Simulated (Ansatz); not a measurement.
Total energies of Si(vinyl)3(NiPr2) (C₁₂H₂₃NSi) from Ansatz at PBE-D4/def2-TZVP, gas phase (1 Eh = 27.2114 eV = 2625.5 kJ/mol). The reference geometry is relaxed at r2SCAN-D4/def2-SVP.

```tsv
atom	x (Å)	y (Å)	z (Å)
Si1	0.203	0.925	-0.454
C2	-0.578	0.998	-2.162
C3	-1.286	2.053	-2.598
H4	-0.422	0.173	-2.873
H5	-1.472	2.926	-1.960
H6	-1.702	2.097	-3.613
C7	-0.381	2.406	0.543
C8	0.348	3.517	0.739
H9	-1.395	2.373	0.973
H10	1.364	3.611	0.335
H11	-0.031	4.377	1.307
C12	2.068	1.062	-0.666
C13	2.690	1.337	-1.825
H14	2.702	0.887	0.218
H15	2.124	1.528	-2.746
H16	3.783	1.390	-1.910
N17	-0.256	-0.516	0.430
C18	-0.024	-0.514	1.883
C19	-1.294	-0.858	2.668
C20	1.158	-1.393	2.307
C21	-0.585	-1.813	-0.177
C22	-1.978	-1.817	-0.813
C23	0.494	-2.302	-1.149
H24	0.241	0.527	2.149
H25	-1.629	-1.889	2.463
H26	-1.119	-0.779	3.753
H27	-2.113	-0.175	2.395
H28	0.966	-2.460	2.104
H29	2.074	-1.106	1.767
H30	1.350	-1.296	3.388
H31	-0.615	-2.546	0.649
H32	-2.035	-1.109	-1.655
H33	-2.737	-1.515	-0.075
H34	-2.238	-2.819	-1.192
H35	0.255	-3.306	-1.536
H36	0.594	-1.629	-2.016
H37	1.475	-2.345	-0.651
```

```
                 state                       geometry  energy (Eh)
      charge 0 singlet                      reference   -814.69277
      charge 1 doublet                      reference   -814.42536
      charge 1 doublet  relaxed at r2SCAN-D4/def2-SVP   -814.43621
free Si atom (triplet)                              –   -289.22285
 free C atom (triplet)                              –    -37.79597
 free H atom (doublet)                              –     -0.49962
 free N atom (quartet)                              –    -54.53214
```

Single mean-field runs in def2-TZVP are fitted with def2-universal-jkfit.

Task: Work out the vertical ionisation energy to the doublet.

Result: E(charge 1 doublet) − E(charge 0 singlet) = -814.42536 − (-814.69277) = 0.26741 Eh = 7.28 eV. For comparison, −ε of the highest occupied level is 4.72 eV at this level, 2.56 eV less.

Task: How much does the charge 1 doublet relax, and what is the adiabatic ionisation energy?

Result: Relaxation: -814.42536 − (-814.43621) = 0.01085 Eh = 0.30 eV. Adiabatic ionisation energy: 0.25656 Eh = 6.98 eV, without zero-point energy. 

Task: What is the binding energy per atom against free atoms?

Result: Atoms: 1 × (-289.22285) + 12 × (-37.79597) + 23 × (-0.49962) + 1 × (-54.53214) = -808.79789 Eh. Binding: -808.79789 − (-814.69277) = 5.89488 Eh = 160.41 eV, or 4.34 eV for each of 37 atoms (no zero-point energy, no counterpoise term).
